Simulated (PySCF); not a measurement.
**Frontier orbitals and the lowest excitations**

C6H7NO.
Structure used (GFN2-xTB), in Å, numbered top down from 1:
```xyz
15
C6H7NO angstrom
O      2.8094   -0.9193   -0.1232
N      2.0267    0.1288    0.4201
C      0.6671    0.1170    0.1158
C     -0.0049   -1.0654   -0.1810
C     -1.3741   -1.0554   -0.3688
C     -2.0912    0.1223   -0.2525
C     -1.4244    1.3006    0.0435
C     -0.0557    1.3049    0.2219
H      2.9571   -1.5473    0.5987
H      2.4890    1.0077    0.2121
H      0.5525   -1.9839   -0.2825
H     -1.8832   -1.9776   -0.6081
H     -3.1612    0.1240   -0.3946
H     -1.9751    2.2261    0.1281
H      0.4634    2.2255    0.4485
```

Computed with TDDFT CAM-B3LYP/def2-SVPD, vertical, gas phase, core orbitals frozen in the response (PySCF 2.14.0, density-fitted response routines).

Frontier orbitals with the atoms that hold most of them (Löwdin shares over 4%, at most four atoms; ? is withheld):

```json
{"orbital": "HOMO-3", "ε (eV)": "-10.86", "atoms": "O1 54%, N2 12%, C6 6%, C5 5%"}
{"orbital": "HOMO-2", "ε (eV)": "-10.04", "atoms": "O1 27%, N2 26%, C6 11%, C3 11%"}
{"orbital": "HOMO-1", "ε (eV)": "-8.57", "atoms": "C4 21%, C7 20%, C8 20%, C5 19%"}
{"orbital": "HOMO", "ε (eV)": "?", "atoms": "?"}
{"orbital": "LUMO", "ε (eV)": "0.84", "atoms": "?"}
{"orbital": "LUMO+1", "ε (eV)": "1.04", "atoms": "O1 21%, C3 14%, H9 10%, C6 10%"}
{"orbital": "LUMO+2", "ε (eV)": "1.38", "atoms": "O1 18%, H9 12%, C3 10%, C4 10%"}
```

Problem. Give the leading atoms of the LUMO.

Solution. C5 (bonded to 2 C and H) 16%; C7 (bonded to 2 C and H) 16%; C8 (bonded to 2 C and H) 16%; C4 (bonded to 2 C and H) 16%.

Problem. Which atoms hold the HOMO, and with what shares?

Solution. N2 (bonded to C, O and H) 26%; C6 (bonded to 2 C and H) 17%; C3 (bonded to 2 C and N) 13%; C8 (bonded to 2 C and H) 10%. By element: carbon 40% or more, nitrogen 26%.

Problem. What is the HOMO energy, and the HOMO–LUMO gap?

Solution. ε(HOMO) = -7.34 eV; the gap is 8.19 eV (0.3009 hartree).

Problem. The HOMO–LUMO gap is 8.19 eV. Where does the response calculation put the lowest singlet, and from which orbitals?

Solution. S1 is at 5.00 eV (f = 0.030), 3.19 eV below the gap, made of HOMO→LUMO (85%). 

Problem. Give energy, strength and leading configuration of S1 and S2, and follow the Löwdin shares of the leading atoms from the occupied to the empty orbital.

Solution. 
- S1 (5.00 eV, f 0.030), HOMO→LUMO (85%): N2 26% → at most 16%, C6 17% → at most 16%, C5 at most 10% → 16%, C7 at most 10% → 16%
- S2 (5.51 eV, f 0.098), HOMO→LUMO+1 (88%): N2 26% → at most 11%, C6 17% → 10%, O1 at most 10% → 21%, C3 13% → 14%

Löwdin shares depend on the basis, the more so with diffuse functions.

One conformer stands for the species.
